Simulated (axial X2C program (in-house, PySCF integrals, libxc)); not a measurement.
ONdO⁺: the levels of the configuration f(δφ)1 f(π)0

Calculated with an axial X2C code built on PySCF integrals: two-component X2C with atomic mean-field Coulomb and Gaunt terms, basis O dyall-v3z, Nd dyall-v3z (cores contracted in-house). Orbitals come from Hartree–Fock averaged over the configuration Nd f(δφ)1 f(π)0; CI then distributes these electrons over the f(δφ), f(π) shells of Nd.

O–Nd–O held linear, both bonds 1.640 Å (near the minimum of the configuration average).

Lowest levels of this model:

| Ω | energy (cm⁻¹) | g∥ | configuration |
| --- | --- | --- | --- |
| 5/2 | 0 | 4.18 | 100% f(δφ)1 |
| 3/2 | 2600 | 2.02 | 100% f(δφ)1 |
| 7/2 | 3182 | 8.00 | 100% f(δφ)1 |
| 5/2 | 5058 | 5.82 | 100% f(δφ)1 |

g∥ is the magnitude of 2⟨Lz + ge Sz⟩ for the +Ω component.

(1) From Ω and g∥ of the lowest level, whose 2⟨Lz + ge Sz⟩ is positive, find ⟨Sz⟩ and ⟨Lz⟩ (ge = 2.0023).

Occupations of the active spinors in the lowest level by ω, shell by shell in order of energy: -7/2: 0.00; -5/2: 0.00 0.00; -3/2: 0.00 0.00; -1/2: 0.00; 1/2: 0.00; 3/2: 0.00 0.00; 5/2: 0.72 0.28; 7/2: 0.00. The leading determinant has weight 0.72 among 2.

This point took 6.4 s on 1 thread of Intel(R) Xeon(R) Platinum 8259CL CPU @ 2.50GHz (Skylake/Cascade Lake), on a shared host.

Dynamic correlation is missing, so gaps between terms are too wide and other configurations may lie lower; the lowest level listed is that of this model, not necessarily the ground state. At most 6 roots were kept for each Ω > 0 (twice that for Ω = 0) within 3.5 eV of the lowest, so higher up levels can be missing between those listed; levels with Ω > 0 are doubly degenerate and listed once, Ω = 0 levels singly. States that fill the shells left empty in the average are placed too high. The molecule was held linear; bending was not examined.

Results:

(1) Ω = ⟨Lz⟩ + ⟨Sz⟩ = 5/2 and ⟨Lz⟩ + ge⟨Sz⟩ = 2.090, so ⟨Sz⟩ = -0.41 and ⟨Lz⟩ = 2.91.
